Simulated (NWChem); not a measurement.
Total energies of C₂H₅S

```xyz
8

C      1.4412     0.0450    -0.3101
S     -0.0149    -0.2934     0.5430
C     -1.2717     0.3927    -0.5807
H      2.3669    -0.3113     0.1446
H      1.4687     0.7973    -1.1015
H     -1.1104     1.4704    -0.7342
H     -1.2543    -0.1291    -1.5488
H     -2.2494     0.2405    -0.1028
```
Charge 0, spin multiplicity 2.

The numbers come from NWChem runs, not from measurements. The geometry was optimised at UB3LYP/def2-SVP, a minimum by its harmonic frequencies. It is one conformer; others weren't searched.

Basis set: def2-TZVP (129 functions).

```csv
method,total energy (Ha),relative cost
UHF,-476.17064,1
UMP2,-476.65767,under 3
UB2PLYP,-477.18408,under 3
UPBE,-477.11246,under 3
UB3LYP,-477.42008,under 3
ULDA (SVWN5),-475.26822,under 3
```

Total energies of different functionals aren't comparable as a measure of quality: only differences taken within one method are. Costs are rough ratios of processor time within this set of runs, SCF included, with UHF as 1.

The correlated methods keep 7 core orbitals frozen. B3LYP has NWChem's definition, with VWN1-RPA local correlation. The structure started from a generated list of species. The stability of the SCF solutions was not checked. Open-shell Hartree-Fock references start from PBE0 orbitals; any time given for them includes that run.
